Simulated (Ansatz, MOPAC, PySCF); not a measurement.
Lewis adduct: GaH3 (SMILES [GaH3]) (first 4 atoms) with H2S (SMILES S); geometry from B3LYP-D3(BJ)/def2-TZVP.
(charge 0, multiplicity 1):
```xyz
7

Ga     0.528    -0.070     0.520
H     -0.346     1.113    -0.043
H      0.274    -1.534    -0.001
H      1.891     0.261     1.238
S     -0.927    -0.376     2.729
H     -0.511     0.732     3.366
H     -0.067    -1.165     3.396
```

Monomers are frozen at their geometry in the pair; levels with a basis set take the counterpoise correction. Rows marked so take none.

Rows in 3-21G carry no dispersion term and start afresh at each structure; the Pople sets are all-electron and without relativity. The state that PM7 reach isn't checked; PM7 holds dispersion and hydrogen-bond terms.

Programs: Ansatz (a quantum-chemistry and plane-wave program) with Gaussian orbitals; MOPAC for PM7 (differences of heats of formation); PySCF for 3-21G rows, the dispersion terms. 

Problem. One of these levels gives -12.21 kcal/mol for the interaction energy. Which one is it?
(A) HF/3-21G (no counterpoise)
(B) B3LYP/3-21G (no counterpoise)
(C) PM7
(D) B3LYP-D4/def2-TZVPPD

Solution. D, B3LYP-D4/def2-TZVPPD. The others give -5.38 (PM7), -9.59 (HF/3-21G (no counterpoise)), -14.49 (B3LYP/3-21G (no counterpoise))
